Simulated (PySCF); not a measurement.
# Two-component Hartree-Fock for C (carbon, neutral)

Start: [He] 2s1 2p3; 2s1/2 filled at m_j = +1/2; 2p3/2 filled at m_j = -1/2, +1/2, +3/2. Calculated with PySCF 2.14 in x2c-SVPall-2c with one added diffuse shell of s type (4s2p1d, 15 functions): generalised Hartree-Fock with the X2C-1e Hamiltonian and a Gaussian nucleus; one run each with spin-orbit coupling (SO) switched off, then screened by Boettger's factors. This is a chosen level, not necessarily the ground level.

```
spinor shell  electrons  ε, spin-free (eV)  ε, screened SO (eV)  weight of nominal j (screened SO)  rms radius, screened SO (bohr)
       1s1/2          2            -307.17              -307.17                              1.000                           0.313
       2s1/2          1            -25.210              -25.210                              1.000                            1.69
       2p3/2          3            -13.062              -13.062                              0.666                            1.88
```

```tsv
quantity	spin-free	screened SO
E (hartree)	-37.57641	-37.57641
M_J	2	2
⟨J²⟩	6.000	6.000
⟨L²⟩	0.000	0.000
⟨S²⟩	6.000	6.000
```

Each row is a mean over spinors that exchange with the open shell spreads, by up to 3.401 eV (1s1/2).

Rows whose weight is well below 1 are mixtures of j = l ± 1/2: exchange outweighs spin-orbit coupling there, and the label is only the starting occupation.

Without spin-orbit coupling the j labels of p, d and f shells carry no meaning; the spin-free column gives the mean over the occupied spinors of each nl shell.
